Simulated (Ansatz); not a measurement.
Reaction (ligand exchange at a Mo–F bond): `[OH][Mo]([OH])([OH])([F])=[S]` + HCl → `[OH][Mo]([OH])([OH])(=[S])[Cl]` + H–F

Computed with Ansatz on PBE0-D4/def2-TZVP structures; ΔE is electronic, products minus reactants. CCSD(T)/CBS is the MP2 limit (def2-TZVPP, def2-QZVPP) plus CCSD(T) − MP2 in def2-TZVPP, frozen cores. This one scheme is used for every species. DFT in def2-TZVPP. Elements past krypton have def2 core potentials. For Mo outer-core shells are correlated without core-valence functions, which leaves a few kJ/mol of doubt a bond. Each species was taken in one conformer, which may not be the lowest.

| level | ΔE (kJ/mol) |
| --- | --- |
| B97M-V | 16.7 |
| CCSD/def2-TZVPP | 3.5 |
| MP2/def2-QZVPP | -27.4 |
| MP2/CBS(def2) | -31.0 |

What does CCSD(T)/CBS give? (Best estimate.)

Computed: -8.5 kJ/mol. The listed levels differ from it by 25.2, 12.0, -18.9, -22.5 kJ/mol.

What do rigid-rotor, harmonic-oscillator terms from PBE0-D4/def2-TZVP frequencies (298.15 K, 1 bar) make of the CCSD(T)/CBS value? (Estimate.)

Ansatz gave: ΔZPE = +3.0 kJ/mol, ΔH = -3.6 kJ/mol, ΔS = 8 J/(mol·K), ΔG = -6.1 kJ/mol.

Largest T1 diagnostic among the species: 0.025, so the coupled-cluster value is less sure than usual.

From r2SCAN to r2SCAN0 (25 % exact exchange), in def2-TZVPP and without D4, ΔE moves by −6.9 kJ/mol. At CCSD(T), def2-SVP lies +21.7 kJ/mol from the extrapolated value and def2-TZVPP +7.5 kJ/mol. In def2-TZVPP, CCSD(T) changes the Hartree–Fock value by −18.8 kJ/mol (the triples alone add −4.5 kJ/mol) and MP2 by −41.3 kJ/mol.

CCSD(T)/CBS has its own doubt, a few kJ/mol and more with outer-core shells, so smaller differences from it don't rank the levels.
